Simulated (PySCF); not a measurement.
**How methods differ on the excitation energy of Sb²⁺**

Sb²⁺ [Kr] 4d10 5s2 5p1 (2P) → Sb²⁺ [Kr] 4d10 5s1 5p1 5d1 (high-spin determinant), as a difference of total energies. Computed with PySCF 2.14 in aug-cc-pwCVDZ-PP with ECP28MDF, with a scalar-relativistic core potential. Correlated levels: valence: 4s2 4p6 4d10 frozen. The calculations carry no spin-orbit coupling.

```
           method  excitation energy (eV)
              UHF                  17.716
    MP2 (valence)                  18.414
SCS-MP2 (valence)                  18.630
   CCSD (valence)                  18.116
CCSD(T) (valence)                  17.977
  CCSDT (valence)                  19.111
```

How much does correlation contribute at CCSD(T) (valence)?

17.977 − (17.716) = 0.261 eV, measured against UHF.

The promoted electron is Rydberg-like, and one or two diffuse shells describe it only roughly, which tends to raise the upper state.

The coupled-cluster amplitudes are large for the upper state (T1 above 0.03 or a double amplitude above 0.15), so a single reference is strained.

The determinant of the upper state mixes LS terms, which raises its energy above the lowest term, most at the Hartree-Fock and MP2 levels.
